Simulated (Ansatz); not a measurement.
Born–Oppenheimer molecular dynamics of C2H5O2Sb (10 atoms, charge 0, multiplicity 1). It starts at the highest image of a converged band, a first-order saddle point between two minima.

All numbers below come from RKS BHLYP-D4/def2-SVP (Ansatz 0.2.0).

```json
{
  "ensemble": "NVE (velocity Verlet)",
  "time step": "0.5 fs",
  "steps asked": "200",
  "starting velocities drawn for": "100 K",
  "seed": "12052"
}
```

First frame:

```xyz
10
Properties=species:S:1:pos:R:3
C -0.095 -0.162 1.270
C 0.220 -0.686 0.083
O 0.920 -1.831 -0.042
Sb -0.245 0.401 -1.908
O -0.804 2.055 -0.949
H 0.329 -0.579 2.177
H -0.776 0.678 1.325
H 1.582 -1.733 -0.725
H -1.002 -0.684 -0.670
H -0.046 2.490 -0.557
```

(1) How far do the bonds stretch over the last three quarters of this one trajectory? (Pairs bonded in most of those frames.)

Answers

(1) 
```tsv
bond	mean (Å)	spread (Å)	shortest	longest
C1–C2	1.331	0.012	1.31	1.36
C1–H6	1.091	0.005	1.08	1.10
C1–H7	1.085	0.006	1.07	1.10
C2–O3	1.366	0.039	1.30	1.43
C2–Sb4	2.190	0.051	2.09	2.31
O3–H8	0.956	0.014	0.93	0.98
Sb4–O5	1.986	0.012	1.97	2.01
Sb4–H9	1.761	0.075	1.63	1.91
O5–H10	0.957	0.003	0.95	0.96
```

Mean temperature of the second half: 840 K. The conserved energy stayed within 0.1 meV per atom of its start (net change -0.074 meV per atom), so the integration is sound. The system heated up, since it started high on the potential surface and ran downhill. A run of 0.1 ps of so small a system gives no equilibrium averages. The orbitals stay closed-shell, which can raise the energy where a bond breaks towards radicals; this wasn't checked here.

Run time: 12 min on 2 threads of Arm Neoverse V1, with other jobs on the host, peak memory 0.26 GiB.
